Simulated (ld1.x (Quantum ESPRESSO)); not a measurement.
## Scattering properties, TM semilocal potential for fluorine

```json
{
 "Element": "F",
 "Generator": "ld1.x (Quantum ESPRESSO) 7.5",
 "Type": "norm-conserving Troullier–Martins (semilocal form)",
 "Functional": "PBEsol",
 "Relativity": "scalar-relativistic",
 "Frozen core": "[He]",
 "Valence charge": "7",
 "Reference configuration": "2s2 2p3.5 (charge +1.5)",
 "Partial waves": "2p (bound): rc 0.90 bohr; 2s (bound): rc 0.75 bohr",
 "Local potential": "the s channel",
 "Core correction": "Bessel-smoothed model core inside 0.40 bohr"
}
```

The phase is arctan(r·u′/u) with u = r·R(r), unwrapped; energies in Ry, scanned from -6 to 5 Ry. A pole is an energy at which the radial function vanishes at the test radius. The pseudo phase is shifted by a multiple of π to meet the all-electron one at the reference energy, and phase errors are pseudo minus all-electron; the curves can meet again beyond the range given. Levels narrower than the energy grid can be missing from the lists of poles.

Question: For each channel, where are the poles, and over which energies does the pseudopotential scatter like the atom?

Answer:

| channel | radius (bohr) | reference energy (Ry) | poles, all-electron | poles, pseudo | unbroken range about the reference energy with phases within 0.05 rad | phase error 1 Ry above the reference energy (rad) |
| --- | --- | --- | --- | --- | --- | --- |
| s | 1.00 | -4.20 | 3.02 | 2.91 | the whole range | -0.000 |
| p | 1.00 | -2.80 | 2.22 | 2.35 | the whole range | +0.001 |

Phases in the s channel:

```tsv
E (Ry)	all-electron	pseudo
-6.00	0.223	0.222
-5.48	-0.025	-0.026
-4.96	-0.294	-0.295
-4.44	-0.549	-0.549
-3.92	-0.764	-0.764
-3.40	-0.934	-0.934
-2.88	-1.065	-1.065
-2.36	-1.166	-1.166
-1.84	-1.245	-1.246
-1.32	-1.308	-1.310
-0.80	-1.360	-1.362
-0.28	-1.403	-1.405
0.24	-1.440	-1.442
0.76	-1.471	-1.474
1.28	-1.499	-1.501
1.80	-1.523	-1.526
2.32	-1.545	-1.548
2.84	-1.564	-1.568
3.36	-1.583	-1.587
3.88	-1.599	-1.604
4.40	-1.615	-1.621
4.92	-1.630	-1.636
```
